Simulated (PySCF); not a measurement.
## Excitation energy of Hg⁺ by level of theory

Hg⁺ [Xe] 4f14 5d10 6s1 (2S) → Hg⁺ [Xe] 4f14 5d9 6s1 6p1 (high-spin determinant), as a difference of total energies. All numbers are calculated (PySCF 2.14, scalar relativity through the core potential, in aug-cc-pVTZ-PP with one added diffuse shell each of s, p, d, f, g type with ECP60MDF (7s7p6d4f3g, 113 functions)). Correlated levels: valence: 5s2 5p6 frozen. The calculations carry no spin-orbit coupling.

```tsv
method	excitation energy (eV)
UHF	10.078
LDA	11.633
PBE	11.430
PBE0	11.299
r2SCAN	11.223
wB97X-V	11.384
M06	12.293
B2PLYP	11.468
MP2 (valence)	11.720
SCS-MP2 (valence)	11.722
```

Problem. How much does correlation contribute at MP2 (valence)?

Solution. 11.720 − (10.078) = 1.642 eV, measured against UHF.

The determinant of the upper state mixes LS terms, which raises its energy above the lowest term, most at the Hartree-Fock and MP2 levels.
